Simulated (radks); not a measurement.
Q: Excited configurations of neutral lutetium: one electron is placed in a higher orbital outside [Xe] 4f14 6s2. The ground configuration is [Xe] 4f14 5d1 6s2. All-electron calculation, Dirac Kohn-Sham, PBE, spin-unpolarised, spherical densities, point nucleus; open shells fill j = l - 1/2 first. Program: a radial shooting solver on a logarithmic mesh with Libxc functionals. Excitation = E - E(ground); binding = E(ion) - E, where the ion is the core of charge +1; n* = 1/sqrt(2 binding) in atomic units, and the quantum defect is n - n*.

outer orbital  excitation (eV)  binding (eV)     n*  quantum defect  eigenvalue (eV)  <r> (bohr)
5f5/2                    4.521         0.926  3.833           1.167           -0.428       16.83
6f5/2                    4.797         0.650  4.575           1.425           -0.367       28.29
7p1/2                    3.676         1.771  2.772           4.228           -1.011       11.45
7d3/2                    4.467         0.980  3.726           3.274           -0.554       19.97

Estimate the row for 6d3/2.

A: excitation (eV) 3.887; binding (eV) 1.560; n* 2.954; quantum defect 3.046; eigenvalue (eV) -0.721; <r> (bohr) 10.76. The Delta-SCF ionisation energy is 5.447 eV (NIST Atomic Spectra Database: 5.426 eV, measured). Self-interaction in the functional shifts the binding energies and quantum defects, so they are the method's values and not measured ones. Spin polarisation and multiplet splitting are left out, so open shells lie too high by an amount that depends on their filling.

Beside tabulated values, note that spin-unpolarised runs miss the spin-polarisation part of the exchange energy of open shells.
